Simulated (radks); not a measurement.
Effect of the nuclear size on the fluorine ion F3+, [He] 2s2 2p2. Calculated with a radial shooting solver on a logarithmic mesh with Libxc functionals: Dirac Kohn-Sham, PBE, spin-unpolarised, spherical densities, finite nucleus; open shells fill j = l - 1/2 first; Fermi nuclear charge, rms radius 2.8976 fm. The rms radius is varied about that value; shifts are against it.

rms radius (fm)  total energy shift (eV)  density at nucleus (e/bohr^3)  1s1/2 shift (meV)
2.4688                         -0.000200                          473.8             -0.078
2.773                         -0.0000612                          473.5             -0.024
2.8976                                 0                          473.4              0.000
3.0859                         0.0000976                          473.2              0.038
3.2279                          0.000175                          473.1              0.069

Slopes of the eigenvalues against <r^2> in GHz/fm^2, as finite differences over the two radii next to the reference (eigenvalue slopes, not the field-shift constants of lines): 1s1/2 8.20.
